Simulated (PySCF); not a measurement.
C$_{4}$H$_{5}$ (SMILES [CH]1[C@@H]2C[C@H]12), doublet, at a GFN2-xTB geometry; CCSD(T)/STO-3G in PySCF.

PySCF was given this input:
```python
from pyscf import gto, scf, cc

mol = gto.Mole()
mol.atom = '''
    C    -0.011048    1.152992    0.292681
    C     0.006069   -1.071617    0.362843
    C     0.777923    0.051757   -0.247030
    C    -0.775309    0.039481   -0.257303
    H    -0.016569    2.162854   -0.079261
    H    -0.000459   -1.149501    1.442906
    H     0.016990   -2.032726   -0.139902
    H     1.484404    0.003521   -1.055676
    H    -1.470182   -0.019829   -1.075216
'''
mol.basis = 'sto-3g'
mol.charge = 0
mol.spin = 1
mol.verbose = 4
mol.build()

mf = scf.UHF(mol)
mf.kernel()

mycc = cc.CCSD(mf, frozen=4)
mycc.kernel()
et = mycc.ccsd_t()
print('E(CCSD(T)) = %.10f' % (mycc.e_tot + et))
```

What the program printed (banner, timings and long lists left out):

```
PySCF version 2.14.0

[INPUT] verbose = 4
[INPUT] num. atoms = 9
[INPUT] num. electrons = 29
[INPUT] charge = 0
[INPUT] spin (= nelec alpha-beta = 2S) = 1
[INPUT] symmetry False subgroup None
[INPUT] Mole.unit = angstrom
[INPUT] Symbol           X                Y                Z      unit          X                Y                Z       unit  Magmom
[INPUT]  1 C     -0.011048000000   1.152992000000   0.292681000000 AA   -0.020877694224   2.178839103815   0.553086931864 Bohr   0.0
[INPUT]  2 C      0.006069000000  -1.071617000000   0.362843000000 AA    0.011468747850  -2.025062640428   0.685673896216 Bohr   0.0
[INPUT]  3 C      0.777923000000   0.051757000000  -0.247030000000 AA    1.470061416000   0.097806555029  -0.466819044551 Bohr   0.0
[INPUT]  4 C     -0.775309000000   0.039481000000  -0.257303000000 AA   -1.465121671910   0.074608277124  -0.486232201029 Bohr   0.0
[INPUT]  5 H     -0.016569000000   2.162854000000  -0.079261000000 AA   -0.031310872158   4.087201707420  -0.149781582359 Bohr   0.0
[INPUT]  6 H     -0.000459000000  -1.149501000000   1.442906000000 AA   -0.000867384291  -2.172242069914   2.726697163492 Bohr   0.0
[INPUT]  7 H      0.016990000000  -2.032726000000  -0.139902000000 AA    0.032106446856  -3.841295426283  -0.264376464279 Bohr   0.0
[INPUT]  8 H      1.484404000000   0.003521000000  -1.055676000000 AA    2.805117018209   0.006653725685  -1.994938516276 Bohr   0.0
[INPUT]  9 H     -1.470182000000  -0.019829000000  -1.075216000000 AA   -2.778241333265  -0.037471379324  -2.031863764750 Bohr   0.0

nuclear repulsion = 108.897973485052
number of shells = 17
number of NR pGTOs = 75
number of NR cGTOs = 25
basis = sto-3g
ecp = {}

******** <class 'pyscf.scf.uhf.UHF'> ********
method = UHF
initial guess = minao
damping factor = 0
level_shift factor = 0
DIIS = <class 'pyscf.scf.diis.CDIIS'>
diis_start_cycle = 1
diis_space = 8
diis_damp = 0
SCF conv_tol = 1e-09
SCF conv_tol_grad = None
SCF max_cycles = 50
direct_scf = True
direct_scf_tol = 1e-13
number electrons alpha = 15  beta = 14
Set gradient conv threshold to 3.16228e-05
init E= -153.671602643638

cycle= 1 E= -152.291205005453  delta_E= 1.38  |g|= 0.211  |ddm|= 2.75
cycle= 2 E= -152.3389988433  delta_E= -0.0478  |g|= 0.0865  |ddm|= 0.424
cycle= 3 E= -152.346728298991  delta_E= -0.00773  |g|= 0.0346  |ddm|= 0.157
cycle= 4 E= -152.349660189642  delta_E= -0.00293  |g|= 0.0162  |ddm|= 0.109
cycle= 5 E= -152.350493901927  delta_E= -0.000834  |g|= 0.006  |ddm|= 0.07
cycle= 6 E= -152.350594507796  delta_E= -0.000101  |g|= 0.00306  |ddm|= 0.0239
cycle= 7 E= -152.350620741497  delta_E= -2.62e-05  |g|= 0.00117  |ddm|= 0.0137
cycle= 8 E= -152.350624350513  delta_E= -3.61e-06  |g|= 0.000373  |ddm|= 0.00584
cycle= 9 E= -152.35062464862  delta_E= -2.98e-07  |g|= 0.000152  |ddm|= 0.00152
cycle= 10 E= -152.350624704989  delta_E= -5.64e-08  |g|= 6.97e-05  |ddm|= 0.000557
cycle= 11 E= -152.350624719466  delta_E= -1.45e-08  |g|= 2.39e-05  |ddm|= 0.000325
cycle= 12 E= -152.350624721032  delta_E= -1.57e-09  |g|= 5.16e-06  |ddm|= 0.000122
cycle= 13 E= -152.350624721085  delta_E= -5.26e-11  |g|= 1.55e-06  |ddm|= 2.16e-05
Extra cycle  E= -152.350624721088  delta_E= -2.96e-12  |g|= 8.19e-07  |ddm|= 2.85e-06
converged SCF energy = -152.350624721088  <S^2> = 0.75500978  2S+1 = 2.0050035

******** <class 'pyscf.cc.uccsd.UCCSD'> ********
CC2 = 0
CCSD nocc = (np.int64(11), np.int64(10)), nmo = (21, 21)
frozen orbitals 4
max_cycle = 50
direct = 0
conv_tol = 1e-07
conv_tol_normt = 1e-06
diis_space = 6
diis_start_cycle = 0
diis_start_energy_diff = 1e+09
Init t2, MP2 energy = -0.203275273902146
Init E_corr(UCCSD) = -0.20327527390276
cycle = 1  E_corr(UCCSD) = -0.238847665675886  dE = -0.0355723918  norm(t1,t2) = 0.0723342
cycle = 2  E_corr(UCCSD) = -0.249524389635961  dE = -0.010676724  norm(t1,t2) = 0.0289725
cycle = 3  E_corr(UCCSD) = -0.2565837303216  dE = -0.00705934069  norm(t1,t2) = 0.0138228
cycle = 4  E_corr(UCCSD) = -0.256593855765277  dE = -1.01254437e-05  norm(t1,t2) = 0.00276329
cycle = 5  E_corr(UCCSD) = -0.25657822542212  dE = 1.56303432e-05  norm(t1,t2) = 0.000804689
cycle = 6  E_corr(UCCSD) = -0.256586590911297  dE = -8.36548918e-06  norm(t1,t2) = 0.000328793
cycle = 7  E_corr(UCCSD) = -0.25658596785427  dE = 6.23057027e-07  norm(t1,t2) = 0.000114688
cycle = 8  E_corr(UCCSD) = -0.256587401605337  dE = -1.43375107e-06  norm(t1,t2) = 3.40861e-05
cycle = 9  E_corr(UCCSD) = -0.256588290811845  dE = -8.89206508e-07  norm(t1,t2) = 1.54965e-05
cycle = 10  E_corr(UCCSD) = -0.256588344641244  dE = -5.38293991e-08  norm(t1,t2) = 6.53806e-06
cycle = 11  E_corr(UCCSD) = -0.256588153533176  dE = 1.91108068e-07  norm(t1,t2) = 2.38201e-06
cycle = 12  E_corr(UCCSD) = -0.256588071714449  dE = 8.18187269e-08  norm(t1,t2) = 9.16949e-07
UCCSD converged
E(UCCSD) = -152.607212792802  E_corr = -0.2565880717144489
UCCSD(T) correction = -0.00346792063752081
E(CCSD(T)) = -152.6106807134
```
